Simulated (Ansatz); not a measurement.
Ansatz (a program for electronic structure) input:

Ansatz 0.2 input:
```yaml
crystal:
  periodic: [false, false, false]
  atoms:
    - {symbol: Rb, position_ang: [-0.00000000, -0.00000000, -1.92032908]}
    - {symbol: I, position_ang: [0.00000000, 0.00000000, 1.34060710]}
basis:
  gaussian:
    orbitals: def2-TZVPD
hamiltonian:
  xc: {name: PBE}
total_charge: 1
magnetization: {spin_polarized: true, initial_magnetization: 1}
```

Q: Predict the final energy.

A: -321.59307 Eh (PBE/def2-TZVPD). The basis has 92 functions.

This state (charge 1, doublet) is run at the relaxed geometry of the species with charge 0 and multiplicity 1.
